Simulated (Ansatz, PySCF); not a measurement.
C2H2F2, SMILES C(=C\F)/F. Atoms are numbered in the order given.

```xyz
6

F      0.1359     1.7691     0.0000
C     -0.3931     0.5385     0.0000
C      0.3931    -0.5385     0.0000
F     -0.1359    -1.7691     0.0000
H     -1.4849     0.5086     0.0000
H      1.4849    -0.5086     0.0000
```

The structure is a stationary point at TPSSh-D3(BJ)/def2-SVP.

Two levels are set side by side: PBE-D3(BJ)/def2-SVP (Ansatz, an electronic-structure program) and TPSSh-D3(BJ)/def2-SVP (PySCF). Each level has its own optimised geometry; the coordinates shown are those of the second. Frequencies come from the Hessian of PySCF at each geometry. Differences are taken from unrounded values.

```
quantity                            TPSSh-D3(BJ)
----------------------------------  ------------
mean bond length (Å)                       1.239
bond F1–C2 (Å)                             1.340
bond C2–C3 (Å)                             1.333
bond C3–F4 (Å)                             1.340
bond C2–H5 (Å)                             1.092
bond C3–H6 (Å)                             1.092
highest harmonic wavenumber (cm⁻¹)          3225
mean harmonic wavenumber (cm⁻¹)             1342
zero-point energy (kcal/mol)               23.02
```

### Question
What does PBE-D3(BJ) give, and how far is it from TPSSh-D3(BJ)? (An estimate is asked for; the answer gives what the named calculation found.)

### Answer

```
quantity                            PBE-D3(BJ)  PBE-D3(BJ) minus TPSSh-D3(BJ)
----------------------------------  ----------  -----------------------------
mean bond length (Å)                     1.246                          0.007
bond F1–C2 (Å)                           1.342                          0.002
bond C2–C3 (Å)                           1.342                          0.009
bond C3–F4 (Å)                           1.342                          0.002
bond C2–H5 (Å)                           1.102                          0.010
bond C3–H6 (Å)                           1.102                          0.010
highest harmonic wavenumber (cm⁻¹)        3137                            -89
mean harmonic wavenumber (cm⁻¹)           1304                            -38
zero-point energy (kcal/mol)             22.37                          -0.65
```

GGA bonds tend to be longer and softer than those of functionals with exact exchange. Differences between two approximate levels are no errors against the true value.
